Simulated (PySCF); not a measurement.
A structure optimised at PBE-D3(BJ)/def2-SVP, used in a PySCF frequency run:

```
C
H 1 1.1037
C 1 1.4904 2 113.91
F 3 1.3557 1 119.71 2 5.51
F 3 1.3580 4 109.72 1 -143.19
C 3 1.4870 4 119.65 5 -143.15
H 6 1.1006 3 118.00 4 -2.88
H 6 1.1016 7 115.75 3 -146.27
C 1 1.5110 2 116.07 3 147.74
H 9 1.1077 1 110.97 2 -175.14
H 9 1.1089 10 108.12 1 122.16
H 9 1.1089 10 107.47 11 116.25
```
Charge 0, spin multiplicity 1.

Q: Write its SMILES and formula.

A: C[C@@H]1CC1(F)F, C₄H₆F₂

Q: What are its rotational constants (standard atomic weights)?

A: 5.4783, 2.9625, 2.5712 GHz
